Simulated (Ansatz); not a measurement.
Reaction (redistribution): `F[CH2][AlH][GeH3]` + `[OH][GeH]([F])[F]` → `[OH][GeH]([F])[GeH3]` + `F[CH2][AlH][F]`

Computed with Ansatz on PBE0-D4/def2-TZVP structures; ΔE is electronic, products minus reactants. CBS: MP2 limit from def2 TZ/QZ plus the TZ coupled-cluster correction, frozen cores. For Ge outer-core shells are correlated without core-valence functions, which leaves a few kJ/mol of doubt a bond. Scalar relativity is left out up to krypton. Each species was taken in one conformer, which may not be the lowest.

| species | HF/def2-TZVPP energy (Eh) |
| --- | --- |
| `F[CH2][AlH][GeH3]` | -2458.12418 |
| `[OH][GeH]([F])[F]` | -2350.51508 |
| `[OH][GeH]([F])[GeH3]` | -4328.09855 |
| `F[CH2][AlH][F]` | -480.57860 |

Task: Work out ΔE.

Result: ΔE = (-4328.09855) + (-480.57860) − (-2458.12418) − (-2350.51508) = -0.03789 Eh = -1.03 eV. CCSD(T)/CBS gives -1.14 eV.

Largest T1 diagnostic among the species: 0.012.

In def2-TZVPP, CCSD(T) changes the Hartree–Fock value by −0.05 eV (the triples alone add +0.01 eV) and MP2 by −0.11 eV.
